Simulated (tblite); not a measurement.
Compound: C6H8NOSi (doublet state).
SMILES with atom numbers: `[H]/[N:8]=[CH:7]\[c:6]1[c:5][cH:4][c:3]([SiH2:2][CH3:1])[o:9]1` (hydrogens: H10, H11, H12 on C1; H13, H14 on Si2; H15 on C4; H16 on C7; H17 on N8)

Structure optimised with GFN2-xTB, isolated species. This method treats the open shell by occupation alone, without spin polarisation.

(1) Give the optimised bond lengths and angles.

## Answers

(1) 
| bond | length (Å) |
| --- | --- |
| C1–Si2 | 1.898 |
| Si2–C3 | 1.882 |
| C3–C4 | 1.380 |
| C4–C5 | 1.388 |
| C5–C6 | 1.377 |
| C6–C7 | 1.438 |
| C7=N8 | 1.263 |
| C6–O9 | 1.361 |
| C3–O9 | 1.352 |
| C1–H10, C1–H11, C1–H12 | 1.086 |
| Si2–H13, Si2–H14 | 1.466 |
| C4–H15 | 1.069 |
| C7–H16 | 1.086 |
| N8–H17 | 1.021 |

Bonds in one row agree within 0.01 Å and their mean is given. A selection of angles:
| angle | degrees |
| --- | --- |
| C1–Si2–C3 | 108.6 |
| Si2–C3–C4 | 132.1 |
| Si2–C3–O9 | 117.3 |
| C4–C3–O9 | 110.6 |
| C3–C4–C5 | 104.9 |
| C4–C5–C6 | 108.9 |
| C5–C6–C7 | 130.6 |
| C5–C6–O9 | 107.9 |
| C7–C6–O9 | 121.5 |
| C6–C7–N8 | 126.4 |
| C3–O9–C6 | 107.6 |
| H17–N8–C7 | 113.8 |

Dihedral angles: C1–Si2–C3–C4 73° (synclinal); C5–C6–C7–N8 1° (synperiplanar); H17–N8–C7–C6 0° (synperiplanar). The mirror-image conformer, all signs reversed, is as good.

Of the pairs four or more bonds apart, C5···H17 is among the closest relative to their van der Waals radii: 2.71 Å, 94 % of the sum of Bondi's values. Si2 (silicon bonded to 2 C and 2 H) is tetrahedral (angles from 106.6° to 111.8°). C6 (carbon bonded to 2 C and O) is planar (angles 130.6°, 121.5° and 107.9°, sum 360.0°, 0.00 Å off the plane of its three neighbours). C4 (carbon bonded to 2 C and H) is planar (angles 128.6°, 126.5° and 104.9°, sum 360.0°, 0.00 Å off the plane of its three neighbours). C7 (carbon bonded to C, N and H) is planar (angles 126.4°, 117.6° and 116.0°, sum 360.0°, 0.00 Å off the plane of its three neighbours). The 5-membered ring C3–C4–C5–C6–O9 has internal angles of 104.9° to 110.6° (sum 540°, against 540° for a flat polygon); it is planar, 0.00 Å rms from its mean plane, widest ring torsion 0°. C5 (carbon bonded to 2 C) is bent (angle 108.9°).

Point group: C1 (no symmetry element, even within 0.4 Å). Its lowest GFN2-xTB frequency is 20i cm⁻¹, too small to tell a flat minimum from a shallow saddle. 3 starts were optimised and ended at 0.00, 0.72 and 0.86 kcal/mol (GFN2-xTB); the lowest of these is shown.

All values are computed, not measured.
